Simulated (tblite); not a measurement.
Compound: C5H14GeN2.
SMILES with atom numbers: `[NH2:1][CH2:2][C@H:3]1[CH2:4][CH2:5][GeH2:6][NH:7][CH2:8]1` (hydrogens: H9, H10 on N1; H11, H12 on C2; H13 on C3; H14, H15 on C4; H16, H17 on C5; H18, H19 on Ge6; H20 on N7; H21, H22 on C8)

Computed with GFN2-xTB (tblite), gas phase: L-BFGS steps from a force-field or distance-geometry start until the largest atomic force falls under 0.01 eV/Å.

Step 26: E = -696.6360 eV
```
atom  x, y, z in Å  |  force x, y, z in eV/Å
N1      3.0813    0.0297   -0.2627    0.001  -0.021  -0.009
C2      1.9418   -0.8453   -0.4528   -0.033   0.005   0.007
C3      0.5758   -0.2972    0.0185    0.017  -0.017   0.009
C4      0.1714    0.9446   -0.7809    0.005  -0.039  -0.002
C5     -1.0193    1.6856   -0.1746    0.021  -0.007  -0.003
Ge6    -2.5528    0.4589   -0.0080    0.047  -0.012   0.020
N7     -1.6999   -1.0235    0.6043    0.012  -0.023  -0.018
C8     -0.4738   -1.4073   -0.0849    0.012   0.024   0.004
H9      3.0185    0.8427   -0.8649   -0.010   0.020   0.023
H10     3.1178    0.3517    0.6988    0.012   0.002  -0.003
H11     1.8899   -1.0945   -1.5169   -0.015   0.008   0.020
H12     2.1540   -1.7683    0.0969    0.002   0.011  -0.006
H13     0.6580   -0.0201    1.0767    0.001   0.006  -0.007
H14    -0.0649    0.6374   -1.8044   -0.011   0.015  -0.011
H15     1.0226    1.6335   -0.8321   -0.029  -0.014  -0.017
H16    -1.2558    2.5548   -0.7888    0.002   0.027   0.009
H17    -0.7521    2.0505    0.8186    0.015   0.015   0.003
H18    -3.2584    0.2809   -1.3453   -0.024  -0.007   0.000
H19    -3.5816    0.7863    1.0355   -0.020   0.021  -0.006
H20    -2.2615   -1.8338    0.8240   -0.008  -0.012  -0.026
H21    -0.6421   -1.6337   -1.1497    0.019  -0.032   0.028
H22    -0.0790   -2.3137    0.3883   -0.014   0.031  -0.016
```

Step 27: E = -696.6365 eV
```
atom  x, y, z in Å  |  force x, y, z in eV/Å
N1      3.0811    0.0302   -0.2638    0.014  -0.018  -0.008
C2      1.9421   -0.8454   -0.4535   -0.032   0.010   0.018
C3      0.5764   -0.2973    0.0185    0.002  -0.005  -0.001
C4      0.1709    0.9434   -0.7817   -0.008  -0.019  -0.008
C5     -1.0192    1.6850   -0.1745    0.014  -0.002   0.003
Ge6    -2.5550    0.4593   -0.0073    0.069  -0.004  -0.008
N7     -1.7012   -1.0235    0.6023    0.016  -0.025  -0.015
C8     -0.4734   -1.4068   -0.0840    0.012   0.011   0.001
H9      3.0164    0.8465   -0.8613   -0.015   0.014   0.012
H10     3.1222    0.3488    0.6986    0.006  -0.005   0.003
H11     1.8917   -1.0968   -1.5175   -0.023   0.016   0.031
H12     2.1534   -1.7670    0.0986    0.011   0.003  -0.009
H13     0.6588   -0.0183    1.0765    0.003   0.000  -0.017
H14    -0.0673    0.6374   -1.8050   -0.010   0.000  -0.013
H15     1.0220    1.6320   -0.8356   -0.027  -0.007  -0.010
H16    -1.2558    2.5555   -0.7874    0.006   0.014   0.012
H17    -0.7512    2.0487    0.8190    0.014   0.015   0.003
H18    -3.2604    0.2846   -1.3467   -0.020  -0.007   0.017
H19    -3.5822    0.7869    1.0372   -0.024   0.019  -0.004
H20    -2.2616   -1.8349    0.8209   -0.014  -0.012  -0.024
H21    -0.6393   -1.6369   -1.1482    0.014  -0.021   0.018
H22    -0.0790   -2.3123    0.3904   -0.010   0.022  -0.002
```

Step 28: E = -696.6369 eV
```
atom  x, y, z in Å  |  force x, y, z in eV/Å
N1      3.0812    0.0304   -0.2650    0.020  -0.007  -0.004
C2      1.9419   -0.8453   -0.4538   -0.015   0.011   0.022
C3      0.5770   -0.2973    0.0184   -0.013   0.010  -0.009
C4      0.1704    0.9420   -0.7825   -0.018   0.006  -0.015
C5     -1.0188    1.6844   -0.1744    0.006   0.008   0.008
Ge6    -2.5557    0.4595   -0.0066    0.062   0.006  -0.025
N7     -1.7022   -1.0240    0.6003    0.014  -0.020  -0.006
C8     -0.4728   -1.4061   -0.0832    0.009  -0.008  -0.003
H9      3.0143    0.8500   -0.8578   -0.019   0.005   0.004
H10     3.1262    0.3460    0.6983    0.002  -0.013   0.007
H11     1.8929   -1.0986   -1.5174   -0.030   0.021   0.031
H12     2.1532   -1.7656    0.0999    0.017  -0.006  -0.008
H13     0.6597   -0.0167    1.0760    0.004  -0.003  -0.018
H14    -0.0697    0.6374   -1.8057   -0.010  -0.015  -0.014
H15     1.0211    1.6304   -0.8389   -0.018   0.002  -0.005
H16    -1.2556    2.5564   -0.7858    0.011   0.001   0.014
H17    -0.7502    2.0474    0.8193    0.015   0.013   0.002
H18    -3.2624    0.2877   -1.3474   -0.013  -0.007   0.033
H19    -3.5832    0.7880    1.0385   -0.016   0.014  -0.010
H20    -2.2619   -1.8362    0.8175   -0.016  -0.012  -0.023
H21    -0.6365   -1.6401   -1.1465    0.009  -0.012   0.001
H22    -0.0792   -2.3106    0.3923    0.000   0.004   0.017
```

**Question.** Estimate the geometry and energy of step 29. (The exact step hangs on the optimiser's Hessian estimate; all steps are aligned on step 28, rigid shifts and turns removed.)

**Answer.** E = -696.6373 eV, largest force 0.047 eV/Å
```
atom  x, y, z in Å  |  force x, y, z in eV/Å
N1      3.0814    0.0305   -0.2661    0.016   0.007   0.003
C2      1.9415   -0.8449   -0.4537    0.008   0.009   0.021
C3      0.5772   -0.2971    0.0181   -0.022   0.020  -0.012
C4      0.1696    0.9408   -0.7836   -0.021   0.025  -0.019
C5     -1.0182    1.6840   -0.1741    0.000   0.017   0.012
Ge6    -2.5553    0.4598   -0.0061    0.031   0.012  -0.026
N7     -1.7029   -1.0250    0.5986    0.006  -0.011   0.002
C8     -0.4721   -1.4056   -0.0825    0.005  -0.025  -0.006
H9      3.0120    0.8533   -0.8544   -0.020  -0.005  -0.002
H10     3.1297    0.3433    0.6980    0.001  -0.019   0.009
H11     1.8934   -1.0997   -1.5168   -0.035   0.022   0.023
H12     2.1532   -1.7644    0.1008    0.019  -0.012  -0.005
H13     0.6606   -0.0153    1.0752    0.002  -0.001  -0.011
H14    -0.0721    0.6372   -1.8066   -0.012  -0.026  -0.013
H15     1.0198    1.6290   -0.8420   -0.006   0.011  -0.004
H16    -1.2554    2.5571   -0.7841    0.013  -0.006   0.012
H17    -0.7489    2.0466    0.8196    0.017   0.010   0.002
H18    -3.2642    0.2900   -1.3473   -0.006  -0.006   0.043
H19    -3.5842    0.7897    1.0394    0.001   0.007  -0.022
H20    -2.2626   -1.8378    0.8136   -0.015  -0.009  -0.023
H21    -0.6338   -1.6432   -1.1448    0.004  -0.004  -0.017
H22    -0.0793   -2.3088    0.3944    0.014  -0.015   0.033
```

The energy changes by -0.0004 eV. The first-order estimate −F·Δx gives -0.0006 eV and the mean of the old and new forces, exact on a quadratic surface, -0.0004 eV. The step makes an angle of 69° with the force vector and moves no atom by more than 0.005 Å.

What follows is the cost of the whole relaxation. On an Arm Neoverse N1 with one thread, on a shared host, this took 1.3 s of wall time.
